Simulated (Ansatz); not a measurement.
Reaction (formal exchange of groups at the Si–F bond): `F[Si](F)(F)[SiH3]` + `CC(F)(F)CCl` → `F[Si](F)([SiH3])Cl` + `CC(F)(F)CF`

Program: Ansatz. Geometries: PBE0-D4/def2-TZVP. ΔE: electronic, gas phase. CCSD(T)/CBS is the MP2 limit (def2-TZVPP, def2-QZVPP) plus CCSD(T) − MP2 in def2-TZVPP, frozen cores. Functionals use def2-TZVPP. B3LYP here is the variant with VWN-RPA as its local correlation; programs differ in this. One conformer a species, not always the lowest.

Question: Is it downhill or uphill in electronic energy at CCSD(T)/CBS, and by how much? (Best estimate.)

Answer: Ansatz gave: Uphill: ΔE = +18.3 kcal/mol.

Question: What do these levels give: PBE-D4, r2SCAN-D4, PBE0-D4, B3LYP-D4, B2PLYP, PBE, r2SCAN, PBE0, HF/def2-TZVPP, HF/def2-QZVPP, MP2/def2-QZVPP, HF/CBS(def2)? (Estimate.)

Answer: The calculation gave: PBE-D4 14.8, r2SCAN-D4 16.0, PBE0-D4 15.3, B3LYP-D4 16.0, B2PLYP 17.1, PBE 14.8, r2SCAN 15.9, PBE0 15.3, HF/def2-TZVPP 16.0, HF/def2-QZVPP 16.5, MP2/def2-QZVPP 19.5, HF/CBS(def2) 16.6 kcal/mol.

Largest T1 diagnostic among the species: 0.013.

In def2-TZVPP, CCSD(T) changes the Hartree–Fock value by +1.9 kcal/mol (the triples alone add +0.1 kcal/mol) and MP2 by +3.1 kcal/mol.
